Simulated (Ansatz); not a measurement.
MgTe2. Charge 0, multiplicity 5. Geometry PBE-D4/def2-TZVP; atoms count from 1.

```xyz
3

Mg   -1.4251   -0.0765   -0.8240
Te    1.2897   -1.0816   -0.4822
Te    0.1354    1.1582    1.3062
```

In the def2 sets Te takes a core potential; there is no spin–orbit coupling. At PBE0-D4/def2-TZVP a singlet of charge 0 lies 1.93 eV below the quintet, each at its own geometry. The structure comes from a short search, and lower isomers may exist.

(1) Estimate the Mulliken populations from the PBE0/def2-TZVP orbitals of Ansatz.

(2) Where does the spin sit?

(3) And the Mayer bond orders between bonded heavy atoms (over 0.3)?

## Answers

(1) 
```tsv
atom	charge (e)	spin (α − β)
Mg1	0.35	0.82
Te2	-0.18	1.59
Te3	-0.18	1.59
```
Mulliken values and Mayer orders depend strongly on the basis.

(2) Summed by element: Mg 0.82, Te 3.18, of 4 unpaired in all. Largest on single atoms: Te2 1.59, Te3 1.59, Mg1 0.82.

(3) Mg1–Te2 0.51 (2.91 Å); Mg1–Te3 0.51 (2.91 Å); Te2–Te3 1.19 (3.09 Å).
